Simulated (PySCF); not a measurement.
C2H6Al, SMILES [CH3][Al][CH3], multiplicity 2. The structure is a stationary point at B3LYP-D3(BJ)/def2-TZVP. The spin state was assumed, not searched. The isomer is the one that the SMILES or the coordinates give; other isomers of the formula were not compared.

Computed equilibrium geometry at B3LYP-D3(BJ)/def2-TZVP (PySCF confirms it by a frequency run) as bond lengths and angles, and its point group:
point group C2v.
Atoms: Al1 C2 H3 H4 H5 C6 H7 H8 H9. Bonds (Å): Al1–C2 1.979, Al1–C6 1.979, C2–H3 1.096, C2–H4 1.090, C2–H5 1.096, C6–H7 1.096, C6–H8 1.096, C6–H9 1.090. Angles (°): C2–Al1–C6 116.9, Al1–C2–H3 109.4, Al1–C2–H4 114.4, Al1–C2–H5 109.4, H3–C2–H4 108.2, H3–C2–H5 107.1, H4–C2–H5 108.2, Al1–C6–H7 109.4, Al1–C6–H8 109.4, Al1–C6–H9 114.4, H7–C6–H8 107.1, H7–C6–H9 108.2, H8–C6–H9 108.2.
Charge 0, spin multiplicity 2.
